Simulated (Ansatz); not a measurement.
A nudged elastic band was laid between two geometries of a periodic cell of 13 atoms, KIr$_{12}$ (surface Ir(111), adsorbate K).

Method: DFT PBEsol, scalar-relativistic, plane waves, PAW in Ansatz. Settings: cutoff 420 eV, k mesh 4x4x1, gaussian smearing 0.1 eV, no spin polarisation.

| Quantity | Value |
| --- | --- |
| movable images | 7 |
| climbing image | yes |
| spring | 2.0 to 10.0 eV/Å², energy-weighted |
| optimiser | lbfgs |
| start path | straight line |
| force threshold | 0.05 eV/Å |
| iteration limit | 80 |
| end points | relaxed |
| atoms held | 1 to 4 |

Initial state:

```xyz
13
Lattice="5.4306 0.0000 0.0000 2.7153 4.7030 0.0000 0.0000 0.0000 15.4340" Properties=species:S:1:pos:R:3
Ir 1.358 0.784 1.000
Ir 4.073 0.784 1.000
Ir 2.715 3.135 1.000
Ir 5.431 3.135 1.000
Ir -0.001 1.567 3.176
Ir 2.714 1.563 3.154
Ir 1.353 3.921 3.154
Ir 4.076 3.921 3.153
Ir -0.002 -0.018 5.315
Ir 2.714 -0.001 5.333
Ir 1.371 2.359 5.316
Ir 4.056 2.360 5.314
K 5.425 1.568 8.126
```

Final state:

Only the atoms that move by more than 0.05 Å are listed.
```
K13 6.782 3.920 8.126
```

Task: Which bonds break or form, and what moves?

Result: Contacts lost: Ir12–K13. Contacts made: Ir10–K13. The atom that moves furthest is K13, by 2.72 Å; four of its nearest neighbours are Ir12 3.23, Ir11 3.23, Ir9 3.23, Ir10 4.20 Å at the first end and Ir10 3.23, Ir9 3.23, Ir11 3.23, Ir12 4.20 Å at the last.

Task: What energy profile does the band end with?

Result: The forces met the threshold. The highest image is number 4 of 0 to 8, 0.022 eV above the ends, which have the same energy within 2 meV. By the program's own check the climbing image is of a kind that is not told: the force calls were inconclusive, a negative curvature could not be distinguished from the path's own, the only one lies far off the path, or fixed occupations may fill a level only in part (lowest curvatures found: -0.05 and 0.08 eV/Å²). Limits of this set-up: coarse k mesh, thin slab, slab without dipole correction.

| image | path coordinate (Å) | energy (eV) | Ir12–K13 (Å) | Ir10–K13 (Å) |
| --- | --- | --- | --- | --- |
| 0 | 0.00 | 0.000 | 3.23 | 4.20 |
| 1 | 0.51 | 0.009 | 3.23 | 3.87 |
| 2 | 0.83 | 0.018 | 3.26 | 3.67 |
| 3 | 1.11 | 0.021 | 3.32 | 3.52 |
| 4 | 1.39 | 0.022 | 3.40 | 3.40 |
| 5 | 1.66 | 0.021 | 3.52 | 3.32 |
| 6 | 1.94 | 0.018 | 3.67 | 3.26 |
| 7 | 2.26 | 0.010 | 3.87 | 3.23 |
| 8 | 2.77 | 0.000 | 4.20 | 3.23 |

Task: What is the geometry of the highest image?

Result: 
```xyz
13
Lattice="5.4306 0.0000 0.0000 2.7153 4.7030 0.0000 0.0000 0.0000 15.4340" Properties=species:S:1:pos:R:3
Ir 1.358 0.784 1.000
Ir 4.073 0.784 1.000
Ir 2.715 3.135 1.000
Ir 5.431 3.135 1.000
Ir 0.002 1.564 3.167
Ir 2.724 1.563 3.130
Ir 1.362 3.919 3.167
Ir 4.077 3.917 3.175
Ir 0.006 -0.003 5.340
Ir 2.722 0.005 5.326
Ir 1.385 2.336 5.292
Ir 4.072 2.343 5.326
K 5.894 2.866 8.150
```

The run took 28 min on 4 threads of Intel(R) Xeon(R) 6975P-C (Granite Rapids) (shared host), peak memory 4.3 GiB.
